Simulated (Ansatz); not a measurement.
Coupled-cluster diagnostics for Al4N4⁻, Ansatz.

Geometry of the doublet (r2SCAN-D4/def2-SVPD):

Cartesian coordinates in Å:
```
Al -3.438 3.775 -0.084
Al 3.450 -3.763 0.116
Al 1.123 -1.228 0.032
Al -1.127 1.224 -0.042
N -2.277 2.478 -0.078
N -0.407 -0.357 0.551
N 0.401 0.351 -0.567
N 2.276 -2.479 0.072
```

Correlated methods freeze 24 core orbitals. Another isomer (doublet) lies 0.81 eV lower at PBE0-D4/def2-TZVPD; other spin states weren't run for this one.

Task: Estimate the CCSD(T) correlation energy, the shares of MP2 and (T), T1 and the reference's ⟨S²⟩ for: charge -1, doublet, own geometry in def2-SVPD; and the rough time on 4 threads of Arm Neoverse V2 on a shared host.

Result: 
| state | basis | correlation (eV) | MP2 share (%) | (T) share (%) | T1 | ⟨S²⟩ (pure) | wall time |
| --- | --- | --- | --- | --- | --- | --- | --- |
| charge -1, doublet, own geometry | def2-SVPD | -26.470 | 92.8 | 5.0 | 0.024 | 0.80 (0.75) | 2.2 min |
Customary marks for T1 are 0.02 (closed shells), 0.045 (open shells) and about 0.05 (3d metals). T1 exceeds 0.02 in 1 of 1 rows and 0.045 in 0; the higher it lies, the less the single-reference result can be trusted.
